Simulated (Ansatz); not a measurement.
Consider the atomization: `[OH][GeH]1[CH2][O]1` → C• + Ge• + 4 H• + 2 O•.

Gas-phase electronic energies from Ansatz, PBE0-D4/def2-TZVP geometries. CCSD(T)/CBS is the MP2 limit (def2-TZVPP, def2-QZVPP) plus CCSD(T) − MP2 in def2-TZVPP, frozen cores. This one scheme is used for every species, atoms too. Functionals use def2-TZVPP. No spin–orbit coupling; open shells (•) take unrestricted orbitals. Spin–orbit coupling would lower the free atoms: a little for C, O; clearly for Ge. Bonds to Ge are less sure, by a few kJ/mol each and by 10 to 20 or more in all where they break to atoms, as the def2 sets lack core-valence functions. Scalar relativity is left out up to krypton. One conformer a species, not always the lowest.

```
              species  r2SCAN-D4 energy (Eh)
`[OH][GeH]1[CH2][O]1`            -2267.92061
                   C•              -37.83292
                  Ge•            -2076.90335
                   H•               -0.49993
                   O•              -75.05861
```

Task: Work out ΔE.

Result: ΔE = 4 × (-0.49993) + 2 × (-75.05861) + (-37.83292) + (-2076.90335) − (-2267.92061) = 1.06740 Eh = +2802.5 kJ/mol. CCSD(T)/CBS gives +2806.6 kJ/mol.

Largest T1 diagnostic among the species: 0.014.

At CCSD(T), def2-SVP lies −225.8 kJ/mol from the extrapolated value and def2-TZVPP −81.8 kJ/mol: correlation converges slowly with the basis, and small sets miss more of it in the bonded molecule than in its fragments. Leaving LDA and LC-ωPBE aside and taking each functional with its dispersion term where it has one, the values, not all of them listed here, spread over 230.9 kJ/mol, from BHLYP-D4 to PBE-D4. LDA lies +442.1 kJ/mol from PBE without D4, its usual overbinding.

For atomizations the MP2-based limit and the directly extrapolated one differ by several kJ/mol either way, and by 10 to 25 for some Ge, Se and Sn compounds, so smaller differences from it don't rank the levels.
